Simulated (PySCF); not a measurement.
Compound: C4H3BrCl2.
Atom-mapped SMILES: `[CH2:1]=[C:2]([Cl:3])/[C:4]([Cl:5])=[CH:6]/[Br:7]` (hydrogens: H8, H9 on C1; H10 on C6)

Computed, not measured: PySCF, PBE0-D3(BJ)/def2-SVP geometry optimisation, gas phase.

**Question.** List the bond lengths, angles and torsions at this level.

**Answer.** 
```csv
bond,length (bohr)
C1=C2,2.528
C2–Cl3,3.291
C2–C4,2.779
C4–Cl5,3.263
C4=C6,2.541
C6–Br7,3.505
C1–H8,2.060
C1–H9,2.060
C6–H10,2.059
```

A selection of angles:
```csv
angle,degrees
C2–C1–H8,120.5
C2–C1–H9,120.1
H8–C1–H9,119.4
C1–C2–Cl3,119.0
C1–C2–C4,125.4
Cl3–C2–C4,115.5
C2–C4–Cl5,115.9
C2–C4–C6,123.4
Cl5–C4–C6,120.7
C4–C6–Br7,125.0
C4–C6–H10,120.1
Br7–C6–H10,114.9
```

Dihedral angles: C1–C2–C4–Cl5 0° (synperiplanar); C2–C4–C6–Br7 180° (antiperiplanar).

The 7 heavy atoms lie in one plane (0.000 Å rms). The C–C distances run from 1.338 Å (C1=C2, drawn double) to 1.471 Å (C2–C4, drawn single), a spread of 0.133 Å. Of the pairs four or more bonds apart, Cl3···H10 is among the closest relative to their van der Waals radii: 2.53 Å, 86 % of the sum of Bondi's values.

Point group: Cs (every atom within 0.08 Å of its image). Whether it is a minimum is left open (no frequencies). One conformer, not necessarily the lowest.

Hardware: one thread, AMD EPYC 9R14 (x86_64), no GPU, on a shared host. Cost: 50 s wall, 0.76 GiB resident at most. That covers the optimisation of the geometry.
